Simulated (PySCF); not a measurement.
# SMILES [GaH], GaH

Molfile (atoms numbered from 1):
```
GaH
     RDKit          3D

  2  1  0  0  0  0  0  0  0  0999 V2000
    0.8396   -0.0780   -0.0021 Ga  0  0  0  0  0  1  0  0  0  0  0  0
   -0.8368    0.0793   -0.0120 H   0  0  0  0  0  0  0  0  0  0  0  0
  1  2  1  0
M  RAD  1   1   3
M  END
```

Method used: GIAO B3LYP/aug-cc-pVDZ magnetisability, rotational g tensor and spin-rotation constants, non-relativistic, gas phase (PySCF). Geometry: PBE0-D3(BJ)/def2-SVP.

The calculation is non-relativistic, which matters for the atoms heavier than Zn.

(1) What are the magnetisability and the molar susceptibility?

(2) Split it along the inertial axes a, b, c into diamagnetic and paramagnetic parts about the centre of mass, with the quadrupole moment.

(3) And the rotational g tensor?

## Answers

(1) Isotropic -115 × 10⁻³⁰ J/T², or -6.9 × 10⁻⁶ cm³/mol; principal values -462, 59, 59 × 10⁻³⁰ J/T², anisotropy 521 × 10⁻³⁰ J/T² (root of half the summed squared differences of the principal values). The susceptibility is in cgs units.

(2) 
| axis | χ (10⁻⁶ cm³/mol) | diamagnetic (10⁻⁶ cm³/mol) | paramagnetic (10⁻⁶ cm³/mol) | summed x² of all electrons (Å²) | quadrupole Θ (D Å) |
| --- | --- | --- | --- | --- | --- |
| a | -27.8 | -27.8 | 0.0 | 7.7 | -7.71 |
| b | 3.6 | -46.4 | 50.0 | 3.3 | +3.86 |
| c | 3.6 | -46.4 | 50.0 | 3.3 | +3.86 |

Anisotropies 2χaa − χbb − χcc = -62.8 and 2χbb − χaa − χcc = +31.4 × 10⁻⁶ cm³/mol. Θ is traceless in Buckingham's convention.

(3) 
```
axis  rotational constant (GHz)        g  nuclear part  electronic part
   b                   179.4763  -3.2212        0.9916          -4.2128
   c                   179.4763  -3.2212        0.9916          -4.2128
```
Linear; isotopes 69Ga, 1H; no vibrational averaging.
